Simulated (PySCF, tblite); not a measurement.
Dissociation curve of AlH, singlet.

Computed with: UCCSD = PySCF 2.14.0 with CCSD on UHF/6-31G, 5 core orbitals frozen; GFN2-xTB, 300 K electronic temperature (tblite); UHF/6-31G (PySCF); UKS-B3LYP = unrestricted B3LYP/6-31G run with PySCF 2.14.0.

Energies are in kcal/mol, each relative to the lowest point of its own curve near equilibrium.

```tsv
R / Å	UCCSD	GFN2-xTB	UHF	UKS-B3LYP
1.32	27.5	15.6	24.9	25.9
1.41	14.5	6.0	12.4	13.4
1.51	5.8	1.2	4.4	5.1
1.56	3.2	0.3	2.1	2.7
1.63	0.9	0.0	0.4	0.7
1.66	0.4	0.2	0.1	0.2
1.70	0.0	0.6	0.0	0.0
1.78	0.2	2.1	0.9	0.5
1.84	1.0	3.5	2.2	1.5
1.94	3.2	6.4	5.4	4.1
2.09	7.8	11.6	11.6	9.4
2.23	12.8	17.2	18.3	15.2
2.49	22.7	28.8	30.0	26.6
2.72	30.9	39.8	36.4	36.4
3.03	40.3	54.6	41.3	47.8
3.33	47.2	68.0	43.8	54.9
3.65	52.1	79.8	45.2	59.8
4.12	55.8	91.1	46.1	64.0
4.45	56.8	—	46.3	65.7
4.99	57.3	—	46.5	67.2
5.79	57.5	—	46.5	67.9
6.59	57.5	—	46.6	68.0
```

At the longest distance, 6.59 Å, UKS-B3LYP lies highest above its minimum (68.0 kcal/mol) and UHF lowest (46.6 kcal/mol).

A dash means that the run gave no value there, or that the column was ended at a point which the program doubted or which failed a test of continuity chosen for this set; such a test can also cut sound points.

The unrestricted determinant behind UCCSD, UHF is spin-contaminated at 1.32 to 1.63, 2.49 to 6.59 Å (<S²> up to 1.0, against 0.00 for a pure singlet). The unrestricted determinant behind UKS-B3LYP is spin-contaminated at 3.03 to 6.59 Å (<S²> up to 1.0, against 0.00 for a pure singlet).
